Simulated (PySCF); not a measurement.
Dipole response of Pt (platinum, neutral)

[Xe] 4f14 5d8 6s2, high-spin 3F determinant (an excited configuration). All numbers are calculated (PySCF 2.14, the spin-free X2C one-electron Hamiltonian (Gaussian nucleus), in ANO-RCC-VTZP (8s7p5d3f1g, 84 functions)). Coupled (time-dependent) response in atomic units; α is the mean over directions. The basis has no added diffuse functions, which lowers α and C₆.

```
method  mean α (bohr³)  C₆ (like pair)  S(−4)
   UHF           46.35           496.6  765.4
   PBE           37.14           383.0  412.8
```

S(−4) is the Cauchy moment in α(ω) = α(0) + S(−4) ω² + …

Spin-orbit coupling is absent.

α(iu) at PBE:

```tsv
u (hartree)	α(iu) (bohr³)
0	37.14
0.0500	36.14
0.100	33.53
0.200	26.54
0.300	20.45
0.500	13.12
0.750	8.845
1.00	6.600
1.50	4.196
2.00	2.910
3.00	1.624
5.00	0.7131
```

Spin-orbit coupling, absent here, splits the open shell strongly.
